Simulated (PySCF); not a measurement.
## From a computed spectrum to the compound

A species of 3 atoms with charge 0 has these harmonic modes (PBE0, small Gaussian bases with core potentials, PySCF 2.14.0):

```
cm⁻¹  km/mol  symmetry
  45    18.3        a1
 286    14.2        a1
 304   104.1        b2
```

(1) Which species is it, and in which structure?

Results:

(1) NdCl2 (singlet in the valence; each metal's 4f electrons, 4 of them, lie in its core potential, out of spins and levels):
```xyz
3

Nd    0.0000    0.0000   -0.3524
Cl    2.4299    0.0000    0.7151
Cl   -2.4299    0.0000    0.7151
```
Ideal gas at 298.15 K and 1 bar: S = 332.0 J/(mol K), Cp = 55.6 J/(mol K), H − H(0 K) = 14.4 kJ/mol (rigid rotor, harmonic modes, spin degeneracy alone, that of the 4f electrons in the core included; the modes under 60 cm⁻¹ make these uncertain). An lcecp potential fixes the number of 4f electrons, so in runs with it no electron can move into or out of that shell; real Nd(II) is rare or takes another configuration.
 Other answers can fit too; this one was computed.
